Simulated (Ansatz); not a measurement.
```yaml
crystal:
  periodic: [false, false, false]
  atoms:
    - {symbol: C, position_ang: [-1.196461, 0.872859, -0.659740]}
    - {symbol: Ge, position_ang: [0.709689, 0.505296, -0.363257]}
    - {symbol: C, position_ang: [0.942211, -0.870243, 1.018878]}
    - {symbol: H, position_ang: [-1.703480, -0.044692, -0.971090]}
    - {symbol: H, position_ang: [-1.327332, 1.624873, -1.437967]}
    - {symbol: H, position_ang: [-1.660798, 1.232947, 0.259049]}
    - {symbol: H, position_ang: [1.371578, 0.041149, -1.688888]}
    - {symbol: H, position_ang: [0.502252, -0.539926, 1.960574]}
    - {symbol: H, position_ang: [0.445825, -1.793025, 0.705882]}
    - {symbol: H, position_ang: [1.999715, -1.080441, 1.179458]}
basis:
  gaussian: {orbitals: def2-SVPD, final_grid: {core_spheres: 1, valence_spheres: 1, degree: 3}}
magnetization: {spin_polarized: true, initial_magnetization: 1}
hamiltonian: {xc: {name: wB97M-V}}
scf: {lower_state_search: full}
output: {forces: true}
```

```sh
$ ansatz run in.yaml --threads 4 --pin off --events-out ev --progress --plain --max-ram 10444MiB
```

Shortened log:

```
Functional definition: wB97M-V
1326 factors; integrals over basis functions are off by at most 1.2e-3 eV
460 factors; integrals over basis functions are off by at most 3.7e-6 eV
mean field evaluation 1: about -58687.7957 eV, gradient 3.0e1 eV
mean field evaluation 2: about -58665.3180 eV, gradient 1.3e2 eV
mean field evaluation 4: about -58710.3553 eV, gradient 7.1e1 eV
mean field evaluation 8: about -58723.7422 eV, gradient 1.9e0 eV
mean field evaluation 16: about -58723.7644 eV, gradient 1.4e-2 eV
mean field evaluation 64: about -58723.7644 eV, gradient 3.1e-2 eV
mean field evaluation 96: about -58723.7644 eV, gradient 1.0e-4 eV
mean field -58723.76442886 eV, -2158.0585383636 hartree, gradient 8.7e-5 eV, S^2 0.752086; 3 other end points of the search recorded, 0 dependent functions left out
reference -58723.76480230 eV, -2158.0585520871 hartree; 26, 25 occupied and 108, 109 virtual orbitals, 1326 factors
Total energy: -58723.76480230 eV, -2158.0585520871 hartree
Atom 0 at    -1.196461     0.872859    -0.659740 Å, force    -3.333169     1.441927     0.620090 eV/Å
Atom 1 at     0.709689     0.505296    -0.363257 Å, force    -4.133591    -3.261835     1.872160 eV/Å
Atom 2 at     0.942211    -0.870243     1.018878 Å, force     0.253035    -1.357857     3.392760 eV/Å
Atom 3 at    -1.703480    -0.044692    -0.971090 Å, force     3.980031     3.080500    -0.372793 eV/Å
Atom 4 at    -1.327332     1.624873    -1.437967 Å, force    -0.516437    -2.723834     2.964604 eV/Å
Atom 5 at    -1.660798     1.232947     0.259049 Å, force     2.725934    -0.670677    -2.825947 eV/Å
Atom 6 at     1.371578     0.041149    -1.688888 Å, force     0.382272    -0.619185    -1.126007 eV/Å
Atom 7 at     0.502252    -0.539926     1.960574 Å, force     1.781614     0.035163    -3.523322 eV/Å
Atom 8 at     0.445825    -1.793025     0.705882 Å, force     2.909201     3.953522    -1.163301 eV/Å
Atom 9 at     1.999715    -1.080441     1.179458 Å, force    -4.048891     0.122275     0.161755 eV/Å
Dipole moment:    -0.343590    -0.257392     0.170286 e Å
```

Question: What is wrong with this run?

Answer: The integration grid is far too coarse. The run converged. The result belongs to that input, not to the molecule as meant.
